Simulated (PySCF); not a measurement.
## Correlation energy of Al³⁺ (aluminium, charge +3)

[Ne], closed-shell 1S. Computed with PySCF 2.14 in dyall-acv3z (19s12p6d4f, 113 functions), with no relativity, point nucleus. Frozen: 1s2; 8 electrons correlated; the 15 highest virtual orbitals of each spin left out.

```tsv
level	correlation energy (mhartree)
CCSD	-275.44
(T)	-1.99
CCSD(T)	-277.43
```

Diagnostics: T1 = 0.0016, D1 = 0.0023, largest double amplitude 0.009.

Cost of the coupled-cluster step: roughly 15 core-seconds, for 8 correlated electrons.
